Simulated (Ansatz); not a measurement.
System: sum formula GeBr$_{3}$F (charge 0, singlet). 
Geometry from a B3LYP-D3(BJ)/def2-TZVP (Ansatz, a quantum-chemistry and plane-wave program) optimisation:
```
Ge
F 1 1.7292
Br 1 2.2874 2 107.08
Br 1 2.2874 2 107.08 3 -120.00
Br 1 2.2874 2 107.08 3 120.00
```

Basis-set convergence of Hartree-Fock and CCSD correlation energies (hartree) with Ansatz. Correlated levels leave the core frozen unless marked. No spin-orbit coupling. Frozen are the shells of the preceding noble gas and the d and f shells that filled before the atom's block. No relativistic terms.

```csv
basis,functions,E(HF),"E(corr, CCSD)"
cc-pVDZ,122,-9892.10534,-0.64444
cc-pVTZ,202,-9892.45334,-0.87261
cc-pVQZ,327,-9892.47598,-0.95498
cc-pV5Z,507,-9892.47938,-0.98453
```

Extrapolating the two largest sets (X = 4 and 5) as X^-3: E(corr) = (125·(-0.98453) - 64·(-0.95498))/61 = -1.0155 Eh, an estimate of the basis-set limit. The largest set recovers 96.9 % of it, the smallest 63.5 %.
